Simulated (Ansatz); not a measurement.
Correlation energies of CH7BO2Si (`OCOB[SiH3]`) by basis set

```xyz
12

O    -0.081   -1.596   -0.851
C    -1.049   -1.182    0.048
O    -0.482   -0.633    1.228
B     0.291    0.473    1.181
Si    0.763    1.514   -0.501
H     0.383   -2.354   -0.482
H    -1.646   -0.425   -0.466
H    -1.688   -2.004    0.383
H     0.737    0.809    2.245
H    -0.199    1.360   -1.628
H     2.106    1.071   -0.974
H     0.864    2.967   -0.182
```

Charge 0, multiplicity 1. Geometry: relaxed with PBE0-D4/def2-TZVP. It is one conformer, not always the lowest. Frozen core, restricted reference, the Gaussian-basis code of Ansatz. CBS rows extrapolate triple and quadruple zeta; past MP2 they add the triple-zeta difference.

```tsv
basis	HF (Eh)	MP2 corr.	CCSD corr.	(T)	CCSD(T) total
def2-SVP	-505.04259	-0.69410	-0.75093	-0.01960	-505.81312
def2-TZVPP	-505.40144	-0.87375	-0.92088	-0.03416	-506.35648
def2-QZVPP	-505.42056	-0.93889	–	–	–
CBS(def2)	-505.42320	-0.98714	-1.03428	as TZ	-506.49164
```
